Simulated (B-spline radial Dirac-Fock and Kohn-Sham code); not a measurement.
Dipole and non-dipole photoemission parameters of Al 2s

System: neutral aluminum, [Ne] 3s2 3p1; threshold 117.8 eV (tabulated edge). Method: Dirac-Hartree-Slater photoionisation with a Latter tail; cross sections with all multipoles, angular parameters from the dipole term and its interference with E2. Computed with a radial atomic solver.

Input of the calculation (task.json; shells as n, l, electrons):

```json
{"items": [{
  "Z": 13,
  "q": 0,
  "cfg": [[1, 0, 2], [2, 0, 2], [2, 1, 6], [3, 0, 2], [3, 1, 1]],
  "A": 27,
  "rrms": 3.061,
  "do": "xps",
  "hv": [174.0, 191.0, 214.0, 256.0, 400, 406.0, 563.0, 600, 912.0, 1000, 1020.0, 1100.0, 1253.6, 1350.0, 1690.0, 1720.0, 1960.0, 2080.0, 2740.0, 3730.0, 4000, 5414.7, 9251.7, 9260.0, 9910.0, 11200.0, 11600.0, 12700.0, 15000],
  "edges": {"K": 1559.0, "L1": 117.8, "L2": 72.9, "L3": 72.5}
}]}
```

Command: `python xray2_run.py task.json out`

For linearly polarised light dσ/dΩ = σ/(4π) [1 + β P₂(cos θ) + (δ + γ cos²θ) sin θ cos φ], with θ from the polarisation vector and φ the angle between the beam and the projection of the electron momentum on the plane normal to the polarisation.

| hν (eV) | σ (kb) | β | γ |
| --- | --- | --- | --- |
| 174 | 449 | 2.000 | 0.174 |
| 191 | 409 | 2.000 | 0.113 |
| 214 | 360 | 2.000 | 0.054 |
| 256 | 287 | 2.000 | -0.007 |
| 400 | 145 | 2.000 | -0.031 |
| 406 | 141 | 2.000 | -0.029 |
| 563 | 78.8 | 2.000 | 0.033 |
| 600 | 69.9 | 2.000 | 0.051 |
| 912 | 30.2 | 2.000 | 0.200 |
| 1000 | 24.8 | 2.000 | 0.240 |
| 1020 | 23.8 | 2.000 | 0.250 |
| 1100 | 20.2 | 2.000 | 0.285 |
| 1253.6 | 15.1 | 2.000 | 0.351 |
| 1350 | 12.8 | 2.000 | 0.390 |
| 1690 | 7.61 | 2.000 | 0.518 |
| 1720 | ? | ? | ? |
| 1960 | 5.34 | 2.000 | 0.611 |
| 2080 | 4.62 | 2.000 | 0.650 |
| 2740 | 2.32 | 2.000 | 0.846 |
| 3730 | 1.04 | 2.000 | 1.092 |
| 4000 | 0.868 | 2.000 | 1.152 |
| 5414.7 | 0.383 | 2.000 | 1.433 |
| 9251.7 | 0.0845 | 2.000 | 2.028 |
| 9260 | 0.0843 | 2.000 | 2.029 |
| 9910 | 0.0692 | 2.000 | 2.116 |
| 11200 | 0.0484 | 2.000 | 2.278 |
| 11600 | 0.0437 | 2.000 | 2.326 |
| 12700 | 0.0334 | 2.000 | 2.453 |
| 15000 | 0.0203 | 1.999 | 2.699 |

Problem. Give the values at 1720 eV.

Solution. σ = 7.30 kb, β = 2.000, γ = 0.529. For an s subshell δ is negligible.
